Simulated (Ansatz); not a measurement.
HO2 (SMILES [O]O), charge 0, multiplicity 2, relaxed at each level with Ansatz (an electronic-structure program); harmonic frequencies from differences of analytic forces, average atomic masses, frozen cores. Open shells are unrestricted.

```csv
level,O1–O2 (Å),O2–H3 (Å),O1–O2–H3 (°),dipole (D)
HF/def2-TZVPP,1.3000,0.9461,106.2,2.01
PBE/def2-TZVPP,1.3360,0.9873,105.1,2.28
r2SCAN/def2-TZVPP,1.3282,0.9761,105.0,2.23
B3LYP/def2-TZVPP,1.3264,0.9751,105.4,2.25
PBE0/def2-TZVPP,1.3092,0.9722,105.7,2.24
wB97X-V/def2-TZVPP,1.3135,0.9729,105.5,2.26
MP2/cc-pVTZ,1.3124,0.9714,104.4,2.17
CCSD(T)/cc-pVDZ,1.3413,0.9785,103.8,2.16
CCSD(T)/cc-pVTZ,1.3361,0.9715,103.9,2.15
```

Measured: equilibrium bond lengths OH 0.971, OO 1.331 Å [NIST CCCBDB]; equilibrium angles HOO 104.29 ° [NIST CCCBDB].
